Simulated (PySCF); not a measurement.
# Correlation energy of Ag⁻ (silver, charge -1)

[Kr] 4d10 5s2, closed-shell 1S. Computed with PySCF 2.14 in aug-cc-pVDZ-PP with ECP28MDF, with scalar relativity through the core potential. Frozen: 4s2 4p6; 12 electrons correlated.

| level | correlation energy (mhartree) |
| --- | --- |
| CCSD | -348.93 |
| (T) | -12.31 |
| CCSD(T) | -361.24 |

Diagnostics: T1 = 0.047, D1 = 0.1560, largest double amplitude 0.081.

T1 exceeds 0.03, a sign that the reference determinant is poor.

Cost of the coupled-cluster step: about 1 core-seconds, for 12 correlated electrons.
